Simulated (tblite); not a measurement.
C2H11GeNSi2.
Atom-mapped SMILES: `[CH2:1]=[CH:2][Si@:3]([NH2:4])([SiH3:5])[GeH3:6]` (hydrogens: H7, H8 on C1; H9 on C2; H10, H11 on N4; H12, H13, H14 on Si5; H15, H16, H17 on Ge6)

Computed with GFN2-xTB (tblite), gas phase: L-BFGS steps from a force-field or distance-geometry start until the largest atomic force falls under 0.01 eV/Å.

Step 10: E = -493.7864 eV
```
atom  x, y, z in Å  |  force x, y, z in eV/Å
C1     -2.4349   -0.5170    0.1655    0.042   0.068   0.048
C2     -1.4554   -0.3146    1.0342    0.120   0.044   0.010
Si3     0.2798    0.1623    0.4449    0.042  -0.119  -0.141
N4      1.3922    0.2425    1.7783   -0.125   0.127   0.052
Si5     0.2358    2.1336   -0.7777    0.017   0.019   0.012
Ge6     1.0277   -1.5882   -0.9590    0.081  -0.244  -0.173
H7     -3.4508   -0.7457    0.4544    0.063  -0.040   0.013
H8     -2.2570   -0.4425   -0.9000   -0.034  -0.029   0.081
H9     -1.6541   -0.3848    2.0964   -0.052  -0.003  -0.029
H10     1.4507   -0.5441    2.4076   -0.018   0.010   0.001
H11     2.3247    0.5596    1.5589   -0.053  -0.004   0.067
H12    -0.2764    3.2605    0.0085    0.054   0.015  -0.101
H13    -0.6352    1.9576   -1.9512    0.043   0.055   0.090
H14     1.5659    2.4703   -1.3109   -0.089   0.049   0.060
H15     0.2626   -1.8951   -2.2189    0.006  -0.022   0.031
H16     1.1929   -2.9578   -0.3351   -0.050   0.041  -0.034
H17     2.4244   -1.3847   -1.5060   -0.049   0.033   0.014
```

Step 11: E = -493.7923 eV
```
atom  x, y, z in Å  |  force x, y, z in eV/Å
C1     -2.4353   -0.5164    0.1675    0.087   0.069   0.086
C2     -1.4551   -0.3123    1.0361    0.074   0.011  -0.024
Si3     0.2818    0.1599    0.4492    0.019  -0.107  -0.309
N4      1.3899    0.2456    1.7825   -0.117   0.113   0.080
Si5     0.2368    2.1379   -0.7774   -0.003  -0.089   0.068
Ge6     1.0291   -1.5987   -0.9668    0.044  -0.086  -0.061
H7     -3.4505   -0.7471    0.4566    0.061  -0.035   0.016
H8     -2.2566   -0.4437   -0.8971   -0.034  -0.021   0.050
H9     -1.6563   -0.3860    2.0970   -0.043   0.008  -0.003
H10     1.4492   -0.5419    2.4096   -0.020  -0.012   0.030
H11     2.3221    0.5615    1.5647   -0.015   0.017   0.053
H12    -0.2741    3.2662    0.0017    0.033   0.051  -0.060
H13    -0.6325    1.9637   -1.9493    0.015   0.040   0.057
H14     1.5614    2.4767   -1.3111   -0.015   0.058   0.037
H15     0.2640   -1.9024   -2.2241   -0.008  -0.032   0.002
H16     1.1937   -2.9629   -0.3402   -0.040  -0.009  -0.023
H17     2.4251   -1.3880   -1.5089   -0.035   0.024   0.002
```

Step 12: E = -493.7983 eV
```
atom  x, y, z in Å  |  force x, y, z in eV/Å
C1     -2.4345   -0.5147    0.1709    0.101   0.050   0.089
C2     -1.4530   -0.3098    1.0381    0.031  -0.022  -0.041
Si3     0.2846    0.1553    0.4480    0.027  -0.090  -0.349
N4      1.3853    0.2506    1.7881   -0.103   0.069   0.060
Si5     0.2379    2.1407   -0.7757   -0.014  -0.154   0.104
Ge6     1.0313   -1.6111   -0.9759    0.001   0.067   0.044
H7     -3.4489   -0.7491    0.4592    0.056  -0.024   0.030
H8     -2.2568   -0.4453   -0.8930   -0.027  -0.009   0.011
H9     -1.6593   -0.3872    2.0974   -0.012   0.023   0.017
H10     1.4472   -0.5396    2.4121   -0.034  -0.004   0.030
H11     2.3189    0.5639    1.5719   -0.014   0.032   0.044
H12    -0.2711    3.2734   -0.0065    0.013   0.075  -0.016
H13    -0.6295    1.9708   -1.9462   -0.019   0.022   0.017
H14     1.5565    2.4846   -1.3106    0.054   0.062   0.016
H15     0.2654   -1.9108   -2.2295   -0.024  -0.041  -0.033
H16     1.1939   -2.9685   -0.3460   -0.027  -0.069  -0.006
H17     2.4252   -1.3912   -1.5120   -0.008   0.014  -0.016
```

**Question.** Estimate the geometry and energy of step 13. (The exact step hangs on the optimiser's Hessian estimate; all steps are aligned on step 12, rigid shifts and turns removed.)

**Answer.** E = -493.8040 eV, largest force 0.263 eV/Å
```
atom  x, y, z in Å  |  force x, y, z in eV/Å
C1     -2.4326   -0.5122    0.1753    0.081   0.014   0.055
C2     -1.4495   -0.3074    1.0400    0.013  -0.048  -0.038
Si3     0.2886    0.1486    0.4414    0.044  -0.067  -0.250
N4      1.3782    0.2575    1.7946   -0.081   0.002  -0.007
Si5     0.2388    2.1410   -0.7721   -0.009  -0.146   0.099
Ge6     1.0336   -1.6232   -0.9850   -0.034   0.158   0.106
H7     -3.4459   -0.7517    0.4627    0.050  -0.007   0.047
H8     -2.2575   -0.4472   -0.8884   -0.016   0.005  -0.023
H9     -1.6625   -0.3879    2.0978    0.037   0.040   0.024
H10     1.4441   -0.5371    2.4149   -0.059   0.029   0.008
H11     2.3146    0.5668    1.5802   -0.045   0.040   0.040
H12    -0.2677    3.2821   -0.0155    0.001   0.070   0.020
H13    -0.6268    1.9787   -1.9426   -0.045   0.002  -0.014
H14     1.5523    2.4941   -1.3096    0.092   0.054   0.008
H15     0.2662   -1.9204   -2.2361   -0.030  -0.042  -0.048
H16     1.1934   -2.9759   -0.3520   -0.015  -0.106   0.005
H17     2.4255   -1.3939   -1.5156    0.018   0.003  -0.032
```

The energy changes by -0.0058 eV. The first-order estimate −F·Δx gives -0.0081 eV and the mean of the old and new forces, exact on a quadratic surface, -0.0058 eV. The step makes an angle of 64° with the force vector and moves no atom by more than 0.015 Å.

What follows is the cost of the whole relaxation. Hardware: an AMD EPYC 7R43 with one thread, no GPU, on a shared host. Cost: 1.8 s.
